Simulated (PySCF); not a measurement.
C2H8F2Si2, SMILES FC(F)C([SiH3])[SiH3].

Geometry: PBE-D3(BJ)/def2-SVP. The structure was generated by enumeration, and PubChem lists no compound with its InChIKey, so it may never have been made. The values are those of a single conformer.

Computed with PBE-D3(BJ)/def2-SVP (PySCF).

Frequencies are harmonic and unscaled.

```tsv
mode	ν (cm⁻¹)	IR (km/mol)	moving atoms (share of kinetic energy)
1	63	1.0	F 71 %, Si 20 %
2	128	0.4	H 71 %, Si 17 %, F 10 %
3	143	0.3	H 61 %, Si 30 %
4	154	0.4	F 35 %, H 31 %, Si 25 %, C 9 %
5	164	1.7	H 43 %, Si 31 %, F 23 %
6	191	2.3	H 39 %, Si 25 %, F 23 %, C 13 %
7	367	8.1	F 54 %, Si 31 %, C 9 %
8	462	16.7	F 38 %, H 38 %, C 20 %
9	518	2.8	H 34 %, Si 28 %, C 19 %, F 19 %
10	549	2.5	H 68 %, F 18 %
11	567	3.5	H 75 %, Si 11 %
12	587	12.4	H 59 %, F 17 %, Si 13 %, C 11 %
13	686	18.4	H 55 %, C 30 %, Si 14 %
14	771	30.0	C 47 %, H 34 %, F 10 %
15	823	24.2	C 47 %, H 32 %, F 11 %, Si 10 %
16	867	267.6	H 93 %
17	901	116.8	H 89 %, Si 9 %
18	906	25.5	H 96 %
19	909	21.2	H 97 %
20	917	43.7	H 97 %
21	920	61.0	H 96 %
22	946	48.4	H 51 %, C 34 %, F 14 %
23	1009	16.3	H 62 %, C 30 %
24	1061	177.6	C 64 %, F 24 %, H 11 %
25	1117	121.8	C 58 %, H 22 %, F 20 %
26	1208	58.4	H 54 %, C 45 %
27	1323	72.2	H 72 %, C 27 %
28	1334	16.3	H 83 %, C 16 %
29	2161	107.9	H 98 %
30	2163	34.1	H 97 %
31	2180	100.8	H 97 %
32	2182	83.9	H 97 %
33	2188	45.0	H 96 %
34	2198	100.3	H 96 %
35	2971	44.4	H 92 %
36	3005	1.6	H 92 %
```
